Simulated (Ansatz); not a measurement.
Geometry optimisation, DFT PBE-D3(BJ), scalar-relativistic, plane waves, PAW (Ansatz).

The input (input.yaml):

```yaml
accuracy: low
crystal:
  lattice:
    - [5.048742, 0.0, 0.0]
    - [0.0, 5.048742, 0.0]
    - [0.0, 0.0, 18.135561]
  atoms:
    - { symbol: H, position: [0.4277868, 0.0, 0.0551403] }
    - { symbol: H, position: [0.0722132, 0.0, 0.0551403] }
    - { symbol: H, position: [0.9277868, 0.0, 0.0551403] }
    - { symbol: H, position: [0.5722132, 0.0, 0.0551403] }
    - { symbol: H, position: [0.4277868, 0.5, 0.0551403] }
    - { symbol: H, position: [0.0722132, 0.5, 0.0551403] }
    - { symbol: H, position: [0.9277868, 0.5, 0.0551403] }
    - { symbol: H, position: [0.5722132, 0.5, 0.0551403] }
    - { symbol: C, position: [0.25, 0.0, 0.0901378] }
    - { symbol: C, position: [0.75, 0.0, 0.0901378] }
    - { symbol: C, position: [0.25, 0.5, 0.0901378] }
    - { symbol: C, position: [0.75, 0.5, 0.0901378] }
    - { symbol: C, position: [0.25, 0.25, 0.1393505] }
    - { symbol: C, position: [0.75, 0.25, 0.1393505] }
    - { symbol: C, position: [0.25, 0.75, 0.1393505] }
    - { symbol: C, position: [0.75, 0.75, 0.1393505] }
    - { symbol: C, position: [0.0, 0.25, 0.1885632] }
    - { symbol: C, position: [0.5, 0.25, 0.1885632] }
    - { symbol: C, position: [0.0, 0.75, 0.1885632] }
    - { symbol: C, position: [0.5, 0.75, 0.1885632] }
    - { symbol: C, position: [0.0, 0.0, 0.2377759] }
    - { symbol: C, position: [0.5, 0.0, 0.2377759] }
    - { symbol: C, position: [0.0, 0.5, 0.2377759] }
    - { symbol: C, position: [0.5, 0.5, 0.2377759] }
    - { symbol: C, position: [0.25, 0.0969069, 0.2814746] }
    - { symbol: C, position: [0.75, 0.0969069, 0.2814746] }
    - { symbol: C, position: [0.25, 0.4030931, 0.2814746] }
    - { symbol: C, position: [0.75, 0.4030931, 0.2814746] }
    - { symbol: H, position: [0.75, 0.0208818, 0.3383166] }
    - { symbol: H, position: [0.25, 0.4791182, 0.3383166] }
    - { symbol: H, position: [0.75, 0.4791182, 0.3383166] }
    - { symbol: H, position: [0.5239814, 0.4735369, 0.3212231] }
basis:
  ecutwfc: 420.0
kpoints:
  mp_grid: { grid: [2, 2, 1] }
hamiltonian:
  xc: pbe
  dispersion: d3bj
  pseudopotentials: { kind: paw, azcp: { folder: soft_1 } }
scf:
  occupations: { method: fermi_dirac, width: 0.05 }
  lower_state_search: "off"
relax:
  f_tol: 0.08
  max_steps: 25
  adjacent_minimum: "off"
  constraints: [{ sites: [0, 1, 2, 3, 4, 5, 6, 7, 8, 9, 10, 11, 12, 13, 14, 15] }]
```

Run as:

```bash
$ ansatz run input.yaml --threads 1 --pin off --max-ram 3072MiB --backend cpu --events-out ev --progress --plain --runs-dir out
```

Problem. Where does it end, and by what steps?

Solution. It converged. The threshold is loose, so the end isn't yet a minimum. Limits of this set-up: coarse k mesh, thin slab, slab without dipole correction, low accuracy level. After 20 steps the energy has fallen by 2.830 eV; H31 moved furthest, 1.29 Å. Parted: C24–C28 (1.57 → 2.37 Å). Joined: C28–H32 (1.40 → 1.08 Å).

| step | energy less start (eV) | largest force component (eV/Å) | accepted |
| --- | --- | --- | --- |
| 0 | 0.0000 | 4.640 | yes |
| 1 | -1.4590 | 1.149 | yes |
| 2 | -1.7118 | 0.894 | yes |
| 3 | -1.8476 | 0.962 | yes |
| 4 | -1.9155 | 1.037 | yes |
| 5 | -2.1234 | 0.465 | yes |
| 6 | -2.2093 | 0.396 | yes |
| 7 | -2.2097 | 1.057 | yes |
| 8 | -2.2074 | 1.162 | no |
| 9 | -2.2777 | 0.267 | yes |
| 10 | -2.3116 | 0.178 | yes |
| 11 | -2.3282 | 0.374 | yes |
| 12 | -2.3687 | 0.543 | yes |
| 13 | -2.4333 | 0.897 | yes |
| 14 | -2.5820 | 0.819 | yes |
| 15 | -2.7339 | 0.397 | yes |
| 16 | -2.8127 | 0.454 | yes |
| 17 | -2.7543 | 0.884 | no |
| 18 | -2.8234 | 0.367 | yes |
| 19 | -2.8156 | 0.612 | no |
| 20 | -2.8297 | 0.061 | yes |

```xyz
32
Lattice="5.0487 0.0000 0.0000 0.0000 5.0487 0.0000 0.0000 0.0000 18.1356" Properties=species:S:1:pos:R:3
H 2.160 0.000 1.000
H 0.365 0.000 1.000
H 4.684 0.000 1.000
H 2.889 0.000 1.000
H 2.160 2.524 1.000
H 0.365 2.524 1.000
H 4.684 2.524 1.000
H 2.889 2.524 1.000
C 1.262 0.000 1.635
C 3.787 0.000 1.635
C 1.262 2.524 1.635
C 3.787 2.524 1.635
C 1.262 1.262 2.527
C 3.787 1.262 2.527
C 1.262 3.787 2.527
C 3.787 3.787 2.527
C -0.008 1.257 3.389
C 2.566 1.284 3.365
C -0.001 3.770 3.521
C 2.534 3.796 3.481
C 0.054 0.043 4.346
C 2.562 0.086 4.354
C -0.006 2.410 4.389
C 2.401 2.494 4.161
C 1.323 0.459 5.079
C 3.853 0.312 5.212
C 1.350 2.091 5.096
C 4.127 1.796 5.632
H 3.829 -0.317 6.110
H 1.369 2.581 6.083
H 4.826 1.731 6.480
H 3.297 2.355 6.046
```

The run took 120 s on 1 thread of Arm Neoverse V2 (shared host), peak memory 0.6 GiB.
